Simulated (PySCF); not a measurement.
# ³¹P chemical shifts

Fast rotation and ring inversion assumed for equivalent nuclei, no solvent, one computed conformer, non-relativistic Hamiltonian. Shieldings: GIAO PBE0/pcSseg-1; coordinates at the GFN2-xTB level; PySCF 2.14.0 with density-fitted response routines.

Shieldings were converted by a linear fit to measured shifts: ³¹P: δ = 270.09 − 0.828σ (rms 18.1 ppm, 64 shifts vs H3PO4, solution or neat liquid). Occasional misses reach two or three times the rms, and more in compound classes unlike the fitted ones.

(1) Give the ³¹P shifts of `COCC[P@](C)(=O)C(F)(F)F`.

(2) Order these by ³¹P shift, lowest first.
A. CC(C)[P@@](=O)(O)CC(F)(F)F
B. C[P@@](=O)(CCCO)C(F)(F)F
C. N#Cc1[nH]ncp1
D. C[Si@@H](P)C#CC(F)=C(F)F

Answers

(1) 
```
               compound                  environment  δ (ppm)
COCC[P@](C)(=O)C(F)(F)F  phosphorus bonded to 3 C, O     16.7
```

(2) D (-236.8 ppm, phosphorus bonded to Si, 2 H), B (11.2 ppm, phosphorus bonded to 3 C, O), A (38.9 ppm, phosphorus bonded to 2 C, 2 O), C (143.2 ppm, phosphorus bonded to 2 C, in a 5-membered ring).
